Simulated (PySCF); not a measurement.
Here is a job for PySCF.
```python
from pyscf import gto, scf, mcscf
import numpy

mol = gto.M(
    atom='''
Si    1.26555662    0.67226708    0.11512090
Cl    3.02108132   -0.34625817    0.20367630
Si   -0.50527505   -0.80279795   -0.10036418
B    -2.26707910    0.08295621   -0.14618235
O    -2.26134007    1.43260774   -0.10225302
O    -3.48490626   -0.51928509   -0.21881471
H     1.25221387    1.48985832    1.33174361
H     1.43758985    1.60753749   -1.00020716
H    -0.30030726   -1.65701513   -1.29350961
H    -0.44222187   -1.82490035    0.97086913
H    -3.12604615    1.84990374   -0.12743477
H    -3.51818681   -1.47292513   -0.25109871
''',
    basis='sto-3g',
    verbose=3,
)

mf = scf.RHF(mol)
mf.kernel()
mc = mcscf.CASSCF(mf, 6, 4)
mc.fix_spin_(ss=0.0)
mc.kernel()
occ = numpy.linalg.eigvalsh(mc.fcisolver.make_rdm1(mc.ci, mc.ncas, mc.nelecas))[::-1]
ss = mc.fcisolver.spin_square(mc.ci, mc.ncas, mc.nelecas)[0]
print('natural occupations', occ.round(4), ' <S^2>', round(ss, 4))
```

Task: Predict the nuclear repulsion energy from CASSCF(4,6)/STO-3G (PySCF).

Result: 397.5131 Eh

Task: Predict the SCF-reference HOMO energy from CASSCF(4,6)/STO-3G.

Result: -8.48 eV

Task: What SCF-reference Mulliken (on the basis functions themselves) charges in atom order does CASSCF(4,6)/STO-3G give?

Result: Si1 0.61, Cl2 -0.42, Si3 0.41, B4 0.32, O5 -0.39, O6 -0.39, H7 -0.14, H8 -0.14, H9 -0.15, H10 -0.15, H11 0.22, H12 0.22

Task: What total energy does CASSCF(4,6)/STO-3G give?

Result: -1201.542036 Ha

Task: What is the computed number of basis functions (CASSCF(4,6)/STO-3G)?

Result: 48

Task: Estimate the SCF-reference HOMO-LUMO gap that CASSCF(4,6)/STO-3G returns for this input.

Result: 16.96 eV
